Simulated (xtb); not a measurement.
Harmonic IR lines of one isomer of C₂H₂F₂, unscaled. Computed with GFN2-xTB run with xtb.

| wavenumber (cm⁻¹) | relative intensity |
|---|---|
| 288 | 6.2 |
| 324 | 8.2 |
| 952 | 14 |
| 1142 | 100 |
| 1202 | 42 |
| 3105 | 8.2 |

### Question
Say which structure gives these lines.
A) `C=C(F)F`
B) `F/C=C\F`
C) `F/C=C/F`

### Answer
C, `F/C=C/F`
